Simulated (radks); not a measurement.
Q: Radial electron density D(r) = 4 pi r^2 rho(r) of an atom or ion with 16 electrons. Calculated with a radial shooting solver on a logarithmic mesh with Libxc functionals: non-relativistic Kohn-Sham, PBE, spin-polarised, spherical densities, point nucleus.

```
   r/bohr * D(r) (the largest magnitude, 24.4, reaches the edge; | marks zero)
 0.003585 | *
 0.004042 | *
 0.004557 |  *
 0.005138 |  *
 0.005793 |   *
 0.006479 |    *
 0.007306 |     *
 0.008237 |      *
 0.009287 |        *
  0.01047 |          *
  0.01181 |            *
  0.01331 |               *
  0.01501 |                  *
  0.01692 |                     *
  0.01908 |                         *
  0.02151 |                             *
  0.02426 |                                 *
  0.02735 |                                     *
  0.03083 |                                         *
  0.03477 |                                             *
   0.0392 |                                                *
  0.04384 |                                                  *
  0.04943 |                                                    *
  0.05574 |                                                    *
  0.06284 |                                                   *
  0.07085 |                                                 *
  0.07989 |                                              *
  0.09007 |                                          *
   0.1016 |                                       *
   0.1145 |                                      *
   0.1291 |                                     *
   0.1456 |                                       *
   0.1641 |                                          *
   0.1851 |                                              *
   0.2086 |                                                  *
   0.2352 |                                                     *
   0.2652 |                                                      *
   0.2967 |                                                    *
   0.3345 |                                              *
   0.3771 |                                       *
   0.4252 |                              *
   0.4794 |                      *
   0.5406 |                *
   0.6095 |             *
   0.6872 |            *
   0.7748 |            *
   0.8736 |             *
    0.985 |              *
    1.111 |             *
    1.252 |           *
    1.412 |        *
    1.592 |     *
    1.795 |  *
    2.007 | *
    2.263 |*
    2.552 *
    2.877 *
    3.244 *
    3.658 *
    4.124 *
```

What is the nuclear charge?

A: Z = 20. The innermost maximum, from 1s, lies near 1/Z = 0.05 bohr (found: 0.0531), and its height grows with Z. The density is that of the calcium ion Ca4+ in [Ne] 3s2 3p4; the configuration itself is not fixed sharply by these data, and Z only to about a unit. D(r) has 3 maxima, at r = 0.0531, 0.257, 0.962 bohr, and minima at 0.124, 0.682 bohr, inside which lie 2.16, 10.39 electrons.
